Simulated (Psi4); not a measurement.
boric acid (H$_{3}$BO$_{3}$), singlet, at a GFN2-xTB geometry; TPSS/def2-SV(P) run with Psi4.

Input for Psi4:
```
memory 2 GB

molecule {
0 1
  O    -1.14257544   -0.76938954   -0.03182750
  B    -0.00770897   -0.03931797   -0.00346985
  O    -0.11414081    1.32224772    0.13027114
  O     1.17041255   -0.70476858   -0.10979414
  H    -1.93446708   -0.23864193    0.04760011
  H     0.69661442    1.82756308    0.14897985
  H     1.96682712   -0.17704808   -0.08842676
}

set basis def2-sv(p)
set dft_spherical_points 194

energy('tpss')
print_variables()
```

It wrote (shortened):

```
   => Loading Basis Set <=

    Name: DEF2-SV(P)
    Role: ORBITAL
    Keyword: BASIS

         ---------------------------------------------------------
                                   SCF
               by Justin Turney, Rob Parrish, Andy Simmonett
                          and Daniel G. A. Smith
                              RKS Reference
         ---------------------------------------------------------

  ==> Geometry <==

    Molecular point group: c1
    Full point group: C1

    Geometry (in Angstrom), charge = 0, multiplicity = 1:

       Center              X                  Y                   Z               Mass
    ------------   -----------------  -----------------  -----------------  -----------------
         O           -1.130794705167    -0.746174546991    -0.030041691625    15.994914619570
         B            0.004071764833    -0.016102976991    -0.001684041625    11.009305360000
         O           -0.102360075167     1.345462713009     0.132056948375    15.994914619570
         O            1.182193284833    -0.681553586991    -0.108008331625    15.994914619570
         H           -1.922686345167    -0.215426936991     0.049385918375     1.007825032230
         H            0.708395154833     1.850778073009     0.150765658375     1.007825032230
         H            1.978607854833    -0.153833086991    -0.086640951625     1.007825032230

  Running in c1 symmetry.

  Rotational constants: A =      0.34260  B =      0.32876  C =      0.16777 [cm^-1]
  Rotational constants: A =  10270.99507  B =   9856.01200  C =   5029.61272 [MHz]
  Nuclear repulsion =  116.750400160573278

  Charge       = 0
  Multiplicity = 1
  Electrons    = 32
  Nalpha       = 16
  Nbeta        = 16

  ==> Algorithm <==

  SCF Algorithm Type is DF.
  DIIS enabled.
  MOM disabled.
  Fractional occupation disabled.
  Guess Type is SAD.
  Energy threshold   = 1.00e-06
  Density threshold  = 1.00e-06
  Integral threshold = 1.00e-12

  ==> Primary Basis <==

  Basis Set: DEF2-SV(P)
    Blend: DEF2-SV(P)
    Number of shells: 30
    Number of basis functions: 62
    Number of Cartesian functions: 66
    Spherical Harmonics?: true
    Max angular momentum: 2

  ==> DFT Potential <==

   => LibXC <=

    Version 7.1.2
    S. Lehtola, C. Steigemann, M. J. T. Oliveira, and M. A. L. Marques,  SoftwareX 7, 1–5 (2018) (10.1016/j.softx.2017.11.002)

   => Composite Functional: TPSS <=

    TPSS Meta-GGA XC Functional

    J. Tao, et al., Phys. Rev. Lett., 91, 146401, 2003

    Deriv               =              1
    GGA                 =           TRUE
    Meta                =           TRUE

    Exchange Hybrid     =          FALSE
    MP2 Hybrid          =          FALSE

   => Exchange Functionals <=

    1.0000   XC_MGGA_X_TPSS

   => Correlation Functionals <=

    1.0000   XC_MGGA_C_TPSS

   => LibXC Density Thresholds  <==

    XC_MGGA_C_TPSS:  1.00E-15
    XC_MGGA_X_TPSS:  1.00E-15

   => Molecular Quadrature <=

    Radial Scheme          =       TREUTLER
    Pruning Scheme         =           NONE
    Nuclear Scheme         =       TREUTLER

    Blocking Scheme        =         OCTREE
    BS radius alpha        =              1
    Pruning alpha          =              1
    Radial Points          =             75
    Spherical Points       =            194
    Total Points           =          97482
    Total Blocks           =            785
    Max Points             =            256
    Max Functions          =             61
    Weights Tolerance      =       1.00E-15

   => Loading Basis Set <=

    Name: (DEF2-SV(P) AUX)
    Role: JKFIT
    Keyword: DF_BASIS_SCF

  ==> Integral Setup <==

  SCF_SUBTYPE=INCORE selected. In-core MEM_DF algorithm will be used.
  Using in-core AOs.

  ==> MemDFJK: Density-Fitted J/K Matrices <==

    J tasked:                   Yes
    K tasked:                    No
    wK tasked:                   No
    Algorithm:                 Core
    Schwarz Cutoff:           1E-12
    Mask sparsity (%):       0.1561
    Fitting Condition:        1E-10

   => Auxiliary Basis Set <=

  Basis Set: (DEF2-SV(P) AUX)
    Blend: DEF2-UNIVERSAL-JKFIT
    Number of shells: 118
    Number of basis functions: 360
    Number of Cartesian functions: 428
    Spherical Harmonics?: true
    Max angular momentum: 4

  Minimum eigenvalue in the overlap matrix is 1.8363604929E-02.
  Reciprocal condition number of the overlap matrix is 4.0253866435E-03.
    Using symmetric orthogonalization.

  ==> Pre-Iterations <==

  SCF Guess: Superposition of Atomic Densities via on-the-fly atomic UHF (no occupation information).

   -------------------------
    Irrep   Nso     Nmo
   -------------------------
     A         62      62
   -------------------------
    Total      62      62
   -------------------------

  ==> Iterations <==

                           Total Energy        Delta E     RMS |[F,P]|

   @DF-RKS iter SAD:  -251.77945864183175   -2.51779e+02   0.00000e+00
   @DF-RKS iter   1:  -251.84640512721592   -6.69465e-02   1.73546e-02 DIIS/ADIIS
   @DF-RKS iter   2:  -251.16313078499709    6.83274e-01   2.71836e-02 DIIS/ADIIS
   @DF-RKS iter   3:  -252.27985604477868   -1.11673e+00   1.57818e-03 DIIS/ADIIS
   @DF-RKS iter   4:  -252.28128572752320   -1.42968e-03   1.32388e-03 DIIS/ADIIS
   @DF-RKS iter   5:  -252.28372809300927   -2.44237e-03   2.78630e-04 DIIS/ADIIS
   @DF-RKS iter   6:  -252.28384659103014   -1.18498e-04   3.68135e-05 DIIS
   @DF-RKS iter   7:  -252.28384869666158   -2.10563e-06   1.47667e-05 DIIS
   @DF-RKS iter   8:  -252.28384895595730   -2.59296e-07   5.79901e-06 DIIS
   @DF-RKS iter   9:  -252.28384900483451   -4.88772e-08   3.86070e-07 DIIS
  Energy and wave function converged.

  ==> Post-Iterations <==

   Electrons on quadrature grid:
      Ntotal   =   32.0000529434 ; deviation = 5.294e-05

    Orbital Energies [Eh]
    ---------------------

    Doubly Occupied:

       1A    -18.895197     2A    -18.890003     3A    -18.880019
       4A     -6.647599     5A     -0.967323     6A     -0.926296
       7A     -0.921539     8A     -0.538739     9A     -0.511296
      10A     -0.448704    11A     -0.364064    12A     -0.354908
      13A     -0.306106    14A     -0.285942    15A     -0.271241
      16A     -0.261397

    Virtual:

      17A      0.007100    18A      0.068786    19A      0.079011
      20A      0.081099    21A      0.145286    22A      0.252082
      23A      0.276493    24A      0.280015    25A      0.414962
      26A      0.454618    27A      0.457662    28A      0.609308
      29A      0.650336    30A      0.673277    31A      0.872038
      32A      0.902985    33A      0.917124    34A      0.920421
      35A      0.960171    36A      1.077914    37A      1.086519
      38A      1.090202    39A      1.094124    40A      1.147626
      41A      1.250075    42A      1.268497    43A      1.309092
      44A      1.326115    45A      1.395786    46A      1.721745
      47A      1.764719    48A      2.519971    49A      2.532992
      50A      2.533244    51A      2.543055    52A      2.722443
      53A      2.832450    54A      2.873208    55A      2.943750
      56A      2.978295    57A      2.993847    58A      3.113195
      59A      3.123231    60A      3.330926    61A      3.403471
      62A      3.418026

    Final Occupation by Irrep:
              A
    DOCC [    16 ]
    NA   [    16 ]
    NB   [    16 ]

  @DF-RKS Final Energy:  -252.28384900483451

   => Energetics <=

    Nuclear Repulsion Energy =            116.7504001605732782
    One-Electron Energy =                -577.8312616389463301
    Two-Electron Energy =                 239.9150675389769845
    DFT Exchange-Correlation Energy =     -31.1180550654384653
    Empirical Dispersion Energy =           0.0000000000000000
    VV10 Nonlocal Energy =                  0.0000000000000000
    Total Energy =                       -252.2838490048345079

Computation Completed

Properties will be evaluated at   0.000000,   0.000000,   0.000000 [a0]

Properties computed using the SCF density matrix

 Multipole Moments:

 ------------------------------------------------------------------------------------
     Multipole            Electronic (a.u.)      Nuclear  (a.u.)        Total (a.u.)
 ------------------------------------------------------------------------------------

 L = 1.  Multiply by 2.5417464519 to convert [e a0] to [Debye]
 Dipole X            :         -0.1343894            0.7123956            0.5780062
 Dipole Y            :         -0.3371496            1.4038394            1.0666897
 Dipole Z            :         -0.0272701            0.1079899            0.0807199
 Magnitude           :                                                    1.2159087

 ------------------------------------------------------------------------------------

  Variable Map:
  ----------------------------------------------------------------------------
  "CURRENT ENERGY"              =>    -252.283849004835
  "CURRENT REFERENCE ENERGY"    =>    -252.283849004835
  "DD SOLVATION ENERGY"         =>       0.000000000000
  "DFT FUNCTIONAL TOTAL ENERGY" =>    -252.283849004835
  "DFT TOTAL ENERGY"            =>    -252.283849004835
  "DFT VV10 ENERGY"             =>       0.000000000000
  "DFT XC ENERGY"               =>     -31.118055065438
  "GRID ELECTRONS ALPHA"        =>      16.000026471686
  "GRID ELECTRONS BETA"         =>      16.000026471686
  "GRID ELECTRONS TOTAL"        =>      32.000052943371
  "NUCLEAR REPULSION ENERGY"    =>     116.750400160573
  "ONE-ELECTRON ENERGY"         =>    -577.831261638946
  "PCM POLARIZATION ENERGY"     =>       0.000000000000
  "PE ENERGY"                   =>       0.000000000000
  "SCF ITERATION ENERGY"        =>    -252.283849004835
  "SCF ITERATIONS"              =>       9.000000000000
  "SCF TOTAL ENERGY"            =>    -252.283849004835
  "TWO-ELECTRON ENERGY"         =>     239.915067538977
  "XC GRID RADIAL POINTS"       =>      75.000000000000
  "XC GRID SPHERICAL POINTS"    =>     194.000000000000
  "XC GRID TOTAL POINTS"        =>   97482.000000000000

  Array Variable Map:
  ----------------------------------------------------------------------------
  "CURRENT DIPOLE"              =>       0.578006230435 ... 0.080719879635 1 by 3
  "SCF DIPOLE"                  =>       0.578006230435 ... 0.080719879635 1 by 3
  "SCF TOTAL ENERGIES"          =>    -251.779458641832 ... -252.283849004835 1 by 10
```
